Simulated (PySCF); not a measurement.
Si(H)(F)(Me)(Et), SMILES CC[SiH](C)F (C3H9FSi), CAM-B3LYP/def2-SVP optimised geometry.

```
14

Si    -1.54     0.23     0.00
C     -2.27    -0.59     1.50
F     -2.03     1.79     0.00
C      0.33     0.23     0.00
C      0.97    -1.16    -0.09
H     -2.07    -0.38    -1.25
H     -2.02    -1.67     1.53
H     -3.37    -0.51     1.50
H     -1.89    -0.13     2.43
H      0.66     0.86    -0.84
H      0.67     0.75     0.91
H      2.07    -1.10    -0.11
H      0.66    -1.69    -1.00
H      0.69    -1.79     0.77
```

Density from CAM-B3LYP/def2-TZVP run with PySCF at that geometry.

Minimum of the electron density along straight lines between bonded atoms, close to the bond critical point (lines longer than 1.1 times the sum of covalent radii, or with two minima, are not listed):

```tsv
bond	length / Å	ρ at the minimum / e bohr⁻³	∇²ρ there / e bohr⁻⁵	position (fraction from the first atom)
Si1–C2	1.863	0.127	0.17	0.39
Si1–F3	1.632	0.128	0.85	0.42
Si1–C4	1.870	0.128	0.15	0.39
C4–C5	1.531	0.240	-0.58	0.50
Si1–H6	1.490	0.124	0.12	0.49
C2–H7	1.101	0.266	-0.87	0.64
C2–H8	1.100	0.267	-0.88	0.64
C2–H9	1.101	0.267	-0.88	0.64
C4–H10	1.103	0.268	-0.88	0.64
C4–H11	1.104	0.268	-0.88	0.64
C5–H12	1.100	0.274	-0.93	0.64
C5–H13	1.102	0.273	-0.92	0.64
C5–H14	1.101	0.273	-0.92	0.64
```
